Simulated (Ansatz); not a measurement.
The cluster Mn2Cu2, relaxed as a multiplicity 9 with UKS r2SCAN-D4/def2-SVP in Ansatz, starting from the GFN2-xTB geometry. Force threshold 0.02 eV/Å.

The charge 0 multiplicity 9 is spin-contaminated (final ⟨S²⟩ up to 21.22, 20.00 for a pure state). An occupied level of the charge 0 multiplicity 9 lies above an empty one of the other spin, so a lower spin may lie lower. Another isomer (multiplicity 9) lies 0.06 eV lower at PBE0-D4/def2-TZVP; other spin states weren't run for this one.

Start:

```xyz
4

Cu    2.6277   -1.2257   -0.4692
Cu    0.5586   -0.2460   -0.2131
Mn   -1.3701    0.3635    1.5012
Mn   -1.8161    1.1082   -0.8189
```

```tsv
step	energy (eV)	largest force component (eV/Å)	SCF passes
1	-151897.6306	0.695	101
2	-151897.9832	0.333	45
3	-151898.0189	0.210	40
4	-151898.0328	0.376	43
5	-151898.0912	0.430	43
6	-151898.2410	0.347	45
7	-151898.4627	0.492	44
8	-151898.7050	0.557	42
9	-151898.8452	0.165	45
10	-151898.8516	0.051	43
11	-151898.8524	0.004	42
```

Force components are those of the run's own axes.

End:

```
atom   x (Å)   y (Å)   z (Å)
 Cu1   1.793  -1.017   0.476
 Cu2   0.361   0.047  -1.009
 Mn3  -0.328  -0.116   1.256
 Mn4  -1.825   1.087  -0.723
```

Bonds formed: Cu1–Mn3 (atoms count from 1).

No frequencies were taken in this run, so the end may be a saddle point.

It took 2.5 min on 4 threads of Intel Xeon on a shared host.
